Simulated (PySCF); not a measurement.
GeH5Si, SMILES [SiH3][GeH2] (connectivity only; charge and spin as stated), charge +1, multiplicity 1.

Coordinates come from a PBE0-D3(BJ)/def2-TZVP optimisation. The spin state was assumed, not searched. The isomer is the one that the SMILES or the coordinates give; other isomers of the formula were not compared.

Level of theory: PBE0-D3(BJ)/def2-TZVP (PySCF).

Frequencies are harmonic and unscaled.

```json
[
 {"mode": "1", "ν (cm⁻¹)": "53", "IR (km/mol)": "0.0", "Raman (Å⁴/amu)": "7.2", "depolarisation": "0.75", "moving atoms (share of kinetic energy)": "H 100 %"},
 {"mode": "2", "ν (cm⁻¹)": "304", "IR (km/mol)": "1.8", "Raman (Å⁴/amu)": "5.8", "depolarisation": "0.20", "moving atoms (share of kinetic energy)": "Si 47 %, H 33 %, Ge 20 %"},
 {"mode": "3", "ν (cm⁻¹)": "338", "IR (km/mol)": "5.4", "Raman (Å⁴/amu)": "0.4", "depolarisation": "0.75", "moving atoms (share of kinetic energy)": "H 99 %"},
 {"mode": "4", "ν (cm⁻¹)": "369", "IR (km/mol)": "8.1", "Raman (Å⁴/amu)": "9.1", "depolarisation": "0.28", "moving atoms (share of kinetic energy)": "H 71 %, Si 20 %, Ge 8 %"},
 {"mode": "5", "ν (cm⁻¹)": "575", "IR (km/mol)": "0.8", "Raman (Å⁴/amu)": "4.1", "depolarisation": "0.75", "moving atoms (share of kinetic energy)": "H 89 %, Si 8 %"},
 {"mode": "6", "ν (cm⁻¹)": "638", "IR (km/mol)": "0.3", "Raman (Å⁴/amu)": "1.9", "depolarisation": "0.56", "moving atoms (share of kinetic energy)": "H 90 %"},
 {"mode": "7", "ν (cm⁻¹)": "794", "IR (km/mol)": "302.9", "Raman (Å⁴/amu)": "0.7", "depolarisation": "0.75", "moving atoms (share of kinetic energy)": "H 93 %"},
 {"mode": "8", "ν (cm⁻¹)": "893", "IR (km/mol)": "8.8", "Raman (Å⁴/amu)": "12.4", "depolarisation": "0.72", "moving atoms (share of kinetic energy)": "H 97 %"},
 {"mode": "9", "ν (cm⁻¹)": "899", "IR (km/mol)": "28.7", "Raman (Å⁴/amu)": "13.9", "depolarisation": "0.75", "moving atoms (share of kinetic energy)": "H 97 %"},
 {"mode": "10", "ν (cm⁻¹)": "914", "IR (km/mol)": "37.8", "Raman (Å⁴/amu)": "11.8", "depolarisation": "0.69", "moving atoms (share of kinetic energy)": "H 97 %"},
 {"mode": "11", "ν (cm⁻¹)": "2174", "IR (km/mol)": "17.0", "Raman (Å⁴/amu)": "326.0", "depolarisation": "0.09", "moving atoms (share of kinetic energy)": "H 99 %"},
 {"mode": "12", "ν (cm⁻¹)": "2206", "IR (km/mol)": "10.7", "Raman (Å⁴/amu)": "142.5", "depolarisation": "0.75", "moving atoms (share of kinetic energy)": "H 98 %"},
 {"mode": "13", "ν (cm⁻¹)": "2233", "IR (km/mol)": "2.5", "Raman (Å⁴/amu)": "290.1", "depolarisation": "0.05", "moving atoms (share of kinetic energy)": "H 98 %"},
 {"mode": "14", "ν (cm⁻¹)": "2280", "IR (km/mol)": "4.5", "Raman (Å⁴/amu)": "143.3", "depolarisation": "0.26", "moving atoms (share of kinetic energy)": "H 97 %"},
 {"mode": "15", "ν (cm⁻¹)": "2304", "IR (km/mol)": "6.0", "Raman (Å⁴/amu)": "78.2", "depolarisation": "0.75", "moving atoms (share of kinetic energy)": "H 95 %"}
]
```
